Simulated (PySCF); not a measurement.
Species: C5H4F2Se.
Bonds: C1–C2 (triple), C2–C3, C3–C4, C4–Se5 (double), C4–C6, C6–F7, C6–F8. Hydrogens: H9 on C1; H10, H11 on C3; H12 on C6.

All values: CAM-B3LYP/def2-SVPD (PySCF, non-relativistic), on one gas-phase PBE0-D3(BJ)/def2-SVP geometry that isn't relaxed in the solvent. The solvent is an IEF-PCM continuum (Bondi radii, 1.10 Å for H, scaled by 1.2). The model holds no explicit solvent molecules, cavitation or dispersion. Spin–orbit coupling is left out although an atom past zinc is present.

Gas phase at CAM-B3LYP/def2-SVPD: HOMO -8.06 eV, LUMO -2.04 eV, dipole 2.21 D.

Problem. What does the continuum do to the energy, the frontier levels and the dipole at CAM-B3LYP/def2-SVPD in acetone and dimethylsulfoxide?

Solution. 
```tsv
solvent	ε	E(solvent) − E(gas) (kJ/mol)	polarisation term (kJ/mol)	distortion of the solute (kJ/mol)	HOMO (eV)	LUMO (eV)	dipole (D)
acetone	20.49	-22.52	-25.38	2.86	-8.05	-1.92	2.82
dimethylsulfoxide	46.83	-23.62	-26.79	3.17	-8.06	-1.91	2.86
```

The first energy column is the sum of the next two and covers electrostatics alone. From acetone to dimethylsulfoxide the lowering changes by a factor 1.05, Onsager's factor (ε − 1)/(2ε + 1) by 1.04 and ε itself by 2.3.

Problem. Which radius a makes the point-dipole formula ΔE = −[(ε − 1)/(2ε + 1)]·μ²/a³ give the value in dimethylsulfoxide, with the gas-phase dipole?

Solution. μ = 0.870 au and |ΔE| = 0.00900 Eh give a = 1.82 Å; the farthest nucleus lies 3.53 Å from the centroid of the nuclei, so such a sphere wouldn't even hold the nuclei. The formula assumes a rigid point dipole at the centre of a sphere.

Problem. How does the static polarisability (CAM-B3LYP/def2-SVPD, frozen core, with the continuum's full static response) change?

Solution. 
```csv
medium,isotropic (au),principal values (au),⟨r²⟩ of the electrons (bohr²)
gas,87.5,"69.6, 75.9, 116.9",1463.1
acetone,118.7,"96.4, 100.9, 158.6",1463.2
dimethylsulfoxide,120.6,"98.3, 102.4, 160.9",1463.2
```

The isotropic value in dimethylsulfoxide is 1.38 times the gas-phase one; no cavity-field correction is applied. ⟨r²⟩ is taken about the centre of nuclear charge.

Conformer computed: `[CH:1]#[C:2][CH2:3][C:4](=[Se:5])[CH:6]([F:7])[F:8]`: C2–C3–C4–Se5 -122°, C3–C4–C6–F7 170°.
